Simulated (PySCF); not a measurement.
C5H6F3O (doublet state).
Structure used (GFN2-xTB), in Å, numbered top down from 1:
```xyz
15
C5H6F3O angstrom
C      2.715    0.320    0.405
C      1.626   -0.657    0.221
O      0.380   -0.165    0.046
C     -0.686   -0.915   -0.132
F     -0.465   -2.245   -0.128
C     -1.938   -0.456   -0.311
C     -2.264    0.992   -0.329
F     -3.173    1.307    0.635
F     -2.855    1.351   -1.502
H      3.476    0.210   -0.371
H      2.312    1.329    0.364
H      3.215    0.175    1.365
H      1.782   -1.721    0.221
H     -2.745   -1.154   -0.448
H     -1.386    1.638   -0.184
```

The hyperfine couplings belong to this conformer and change with its torsions.

The species is `F/C(=C/C(F)F)O[CH]C` [radical].

Computed with PySCF 2.14.0, UKS B3LYP, pcH-1 on C F H O, non-relativistic, mean-field spin-orbit, GIAO. Geometry: GFN2-xTB, one conformer, isolated molecule. Couplings are sensitive to structure, and on GFN2-xTB geometries they can be far from those on DFT ones. No stability test was run, so a lower SCF solution isn't excluded.

Largest spin populations (Mulliken): C2 (+0.92), C6 (+0.13) and C1 (-0.08). C2 is the only atom above +0.15. The positive populations add up to 1.19 and the negative ones to -0.19, together 2S = 1. The angles at C2 add up to 360.0°, so it is planar; its axial dipolar tensor and the negative coupling of its proton fit spin in a p orbital normal to that plane.

Question: McConnell's relation a(H) = Q·ρ ties the coupling of a proton on a planar π carbon to the spin population of that carbon. What Q do the computed values give?

Answer: 
| H | C | ρ(C) | a(H) (G) | a/ρ (G) |
| --- | --- | --- | --- | --- |
| H13 | C2 | +0.925 | -23.75 | -25.7 |
| H14 | C6 | +0.133 | -3.22 | -24.3 |

A least-squares line through the origin gives Q = -25.7 G with Mulliken populations. In McConnell's picture π spin on carbon polarises the C–H bond and leaves opposite spin at the proton, which makes Q negative, as found here.

Question: List the C–H protons on four-coordinate carbons next to a three-coordinate spin centre, with their couplings and θ (C–H bond against the normal to the plane of the centre's neighbours, projected along the bond that joins the two).

Answer: 
| β H | on | centre | θ (°) | cos²θ | a (G) |
| --- | --- | --- | --- | --- | --- |
| H10 | C1 | C2 | 31 | 0.74 | +37.66 |
| H11 | C1 | C2 | 90 | 0.00 | +0.91 |
| H12 | C1 | C2 | 30 | 0.74 | +37.82 |

Fitting the Heller–McConnell form a = ρ(B0 + B2 cos²θ), with Mulliken ρ = 0.92, gives B0 = 1.0 G and B2 = 53.7 G; with only two distinct angles the two parameters are fixed exactly. By this fit the coupling would be 50.6 G at θ = 0° and 0.9 G at 90°.

Question: What would the freely rotating methyl group on C1 show?

Answer: Three equal couplings, a 1:3:3:1 quartet. The mean of the three values of this geometry estimates the splitting: 25.5 G, or 71.4 MHz (three bonds 120° apart have a mean cos²θ of 1/2 at any torsion).

Couplings in gauss use g_iso = 2.0028.
